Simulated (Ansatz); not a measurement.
# SnSe (SMILES [Se][Sn]): methods side by side

SnSe has 2 atoms, charge 0, and is taken as a singlet. SMILES: `[Se][Sn]`. Geometry: a GFN2-xTB relaxation, a rough one for these elements and not checked as a minimum.

```
atom   x (Å)   y (Å)   z (Å)
  Se  0.0000  0.0000  0.0000
  Sn  0.0000  0.0000  2.3383
```

Quantity: the energy change with the Se1–Sn2 bond stretched from 2.338 to 5.846 Å, in eV. The values are calculated.

```tsv
level	kind	program	value (eV)	CPU time (all runs)
BHLYP/STO-3G (restricted)	global hybrid	Ansatz	9.08	14 s
CAM-B3LYP/STO-3G (restricted)	range-separated hybrid	Ansatz	9.31	25 s
wB97X/STO-3G (restricted)	range-separated hybrid	Ansatz	9.23	43 s
B2PLYP/STO-3G (restricted)	double hybrid	Ansatz	9.20	25 s
RPA@PBE/STO-3G (restricted)	RPA	Ansatz	3.64	28 s
BCCD(T)/STO-3G (restricted)	coupled cluster or CI	Ansatz	8.57	6.8 s
CCSD(T)/STO-3G (restricted)	coupled cluster or CI	Ansatz	?	7 s
CCSD/STO-3G (restricted)	coupled cluster or CI	Ansatz	?	6.9 s
FCI/STO-3G	exact in the basis	Ansatz	5.58	24 s
```

Task: Estimate what the levels marked ? give.

Result: As computed at these levels: CCSD(T)/STO-3G (restricted): 8.58 eV; CCSD/STO-3G (restricted): 8.33 eV. All-electron rows without a relativistic Hamiltonian named are non-relativistic. The first shape isn't each level's own minimum. The values span 3.64 to 9.31 eV. All rows use very small basis sets, so even the best lies far from the true value. In the correlated wave-function rows the outer d shell of Se, Sn is correlated, in sets not made for it. Times are those of the runs behind each value, whatever else they computed, on shared processors of several kinds: orders of magnitude only.
